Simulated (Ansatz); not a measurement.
`O=[CH][GaH][F]` + H₂Se → `[F][GaH][SeH]` + `C=O` at 500 K and 1 bar (ligand exchange at a Ga–C bond).

Gas-phase electronic energies from Ansatz, PBE0-D4/def2-TZVP geometries. CCSD(T)/CBS is the MP2 limit (def2-TZVPP, def2-QZVPP) plus CCSD(T) − MP2 in def2-TZVPP, frozen cores. This one scheme is used for every species. For Ga, Se outer-core shells are correlated without core-valence functions, which leaves a few kJ/mol of doubt a bond. Scalar relativity is left out up to krypton. Each species was taken in one conformer, which may not be the lowest.

```tsv
species	CCSD(T)/CBS energy (Eh)	H − E (kJ/mol)	S (J/(mol·K))
`O=[CH][GaH][F]`	-2138.15893	103.9	372.0
H₂Se	-2401.89790	53.1	237.8
`[F][GaH][SeH]`	-4425.71391	77.0	357.9
`C=O`	-114.39408	87.9	238.5
```

H − E and S are ideal-gas, rigid-rotor, harmonic terms from PBE0-D4/def2-TZVP, for one conformer and one mirror image of each species. 1 Eh = 2625.50 kJ/mol, R = 8.31446 J/(mol·K).

Q: By hand: ΔE, ΔH, ΔS and ΔG.

A: ΔE = (-4425.71391) + (-114.39408) − (-2138.15893) − (-2401.89790) = -0.05116 Eh = -134.3 kJ/mol. Δ(H − E) = 77.0 + 87.9 − 103.9 − 53.1 = 7.9, so ΔH = -126.4 kJ/mol. ΔS = 357.9 + 238.5 − 372.0 − 237.8 = -13.4 J/(mol·K). ΔG = -126.4 − 500 × (-13.4)/1000 = -119.7 kJ/mol.

Q: By hand: the equilibrium constant, and the temperature at which ΔG would vanish if ΔH and ΔS stayed fixed.

A: log₁₀ K = −ΔG/(RT ln 10) = 12.5. ΔG = 0 at ΔH/ΔS = 9433 K, far beyond where these terms or the molecules hold.

The number of gas molecules stays the same, so ΔS is small and ΔH decides. A doubt of 5 kJ/mol in ΔE shifts log₁₀ K by 0.5 here. Other conformers and mirror images would add mixing entropy, several J/(mol·K) or more a flexible species. Modes under 60 cm⁻¹, often nearly free rotors, make the harmonic entropy too high. These are equilibria of isolated gas molecules and say nothing of rates. Largest T1 diagnostic: 0.016 (customary marks: 0.02 for closed shells, 0.045 for open ones).
